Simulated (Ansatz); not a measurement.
Consider the redistribution: `B[SiH](F)F` + `C[Si](C)(C)N` → `B[Si](C)(C)C` + `N[SiH](F)F`.

Computed with Ansatz on PBE0-D4/def2-TZVP structures; ΔE is electronic, products minus reactants. CBS: MP2 limit from def2 TZ/QZ plus the TZ coupled-cluster correction, frozen cores. This one scheme is used for every species. Functionals use def2-TZVPP. B3LYP here is the variant with VWN-RPA as its local correlation; programs differ in this. Each species was taken in one conformer, which may not be the lowest.

Problem. Is it downhill or uphill in electronic energy at CCSD(T)/CBS, and by how much? (An estimate is asked.)

Solution. Computed: Downhill: ΔE = -6.0 kcal/mol.

Problem. What do these levels give: LDA (SPW92), B2PLYP, revPBE, B3LYP, BHLYP, CCSD/CBS(def2)? (An estimate is asked.)

Solution. The calculation gave: LDA (SPW92) -7.0, B2PLYP -5.8, revPBE -6.0, B3LYP -5.6, BHLYP -5.6, CCSD/CBS(def2) -5.8 kcal/mol.

Largest T1 diagnostic among the species: 0.012.

Leaving LDA and LC-ωPBE aside and taking each functional with its dispersion term where it has one, the values, not all of them listed here, spread over 1.2 kcal/mol, from r2SCAN0-D4 to BLYP-D4. LDA lies −0.8 kcal/mol from PBE without D4.
